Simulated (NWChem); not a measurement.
# C2H4BCl; SMILES C=CBCl

```xyz
8

B     -0.5345     0.0316    -0.0014
H     -1.7330    -0.1100    -0.0025
Cl     0.0776     1.6758     0.0005
C      0.4236    -1.1727    -0.0014
C     -0.0661    -2.4251     0.0012
H      1.5108    -1.0300    -0.0027
H      0.5767    -3.3125     0.0022
H     -1.1465    -2.6080     0.0026
```
Atoms are numbered in this order, from 1.

All runs use the structure optimised with PBE0/def2-SVP.

Problem. List the 4 lowest vertical singlet excitations from PBE/def2-SVPD, full TDDFT (NWChem).

Solution. 
| state | energy (eV) | oscillator strength | leading excitation (squared amplitude) |
|---|---|---|---|
| S1 | 4.13 | 0.000 | HOMO → LUMO (1.00) |
| S2 | 5.59 | 0.386 | HOMO−1 → LUMO (0.90) |
| S3 | 5.74 | 0.000 | HOMO−2 → LUMO (0.93) |
| S4 | 6.21 | 0.000 | HOMO−4 → LUMO (0.97) |
